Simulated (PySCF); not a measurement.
C₄H₁₃AlO₂Si, SMILES [CH3][Al]([OH])[O][Si](C)(C)C at its GFN2-xTB optimised geometry (Å):

```
21

Al    -1.4697     0.1397     0.0000
C     -2.3908    -1.6237    -0.0028
H     -2.1523    -2.1901    -0.9018
H     -3.4708    -1.5036     0.0462
H     -2.0749    -2.2325     0.8431
O     -2.3347     1.5387     0.0000
H     -2.7415     2.3923    -0.0019
O      0.2143     0.1397     0.0000
Si     1.8493     0.0949    -0.0012
C      2.4824     1.3047    -1.3324
C      2.4631     0.6098     1.7292
C      2.3896    -1.6905    -0.4003
H      3.5667     1.3087    -1.3798
H      2.1558     2.3197    -1.1274
H      2.1095     1.0354    -2.3162
H      2.1375     1.6151     1.9791
H      3.5469     0.5894     1.7852
H      2.0801    -0.0567     2.4964
H      2.0292    -2.0020    -1.3762
H      1.9987    -2.3923     0.3305
H      3.4708    -1.7843    -0.4026
```

Computed with CAM-B3LYP/def2-SVP (PySCF). Cells within 0.4 Å of a nucleus heavier than hydrogen are left out (blank, or x).

Map of the log10 of the electron density (e/bohr³), floored at −4 on the plane z = 0.0 Å:

```
|00000000000000000000000000000|
|00000000000000000000000000000|
|00000000000000000000000000000|
|00000000000000000000000000000|
|00000000000000000000000000000|
|00000122210000000001100000000|
|00001344432100000122221000000|
|00002467654310001233332100000|
|00003579876431111234433210000|
|00013579987543223344443321000|
|00013579xx8654444455554332000|
|00013579x97656666566655432100|
|00003467877767887667765432100|
|0000235668xx78xx879x765432000|
|0001234568xx78xx97xx865431000|
|00123456678767898788765432000|
|00235667777666776677776542100|
|01246788887655555578877653200|
|0135688xx87543334578887764200|
|01246788x87532223578887764210|
|00234567776431123578876653200|
|00123455665321013467765442100|
|00012234443210002355543321000|
|00000122322100001233332110000|
|00000001110000000011110000000|
|00000000000000000000000000000|
|00000000000000000000000000000|
|00000000000000000000000000000|
|00000000000000000000000000000|
```
Scale: ten equal steps from -4.00 (start of '0') to -0.082 (end of '9'), in the order '0123456789'; x runs from -5.50 to 5.50, y from -5.50 (bottom) to 5.50 (top).
